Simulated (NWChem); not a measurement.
Molecule: WO2BrCl; SMILES [Cl][W]([Br])(=[O])=[O]

Results from NWChem. Coordinates come from a PBE-D3(BJ)/def2-SVP optimisation. No frequency run checked for a minimum. def2 effective core potentials on W; no spin-orbit coupling. Level r2SCAN/def2-SVP: energy and gradient on several grids; changes count from the extra-fine grid, which is no exact limit either.

| grid | size of the energy change (μHa) | largest change of a gradient component (μHa/bohr) |
|---|---|---|
| xcoarse | 7000 | 1000 |
| coarse | 600 | 200 |
| medium | 100 | 70 |
| fine | < 10 | < 30 |
| xfine | < 10 | < 30 |
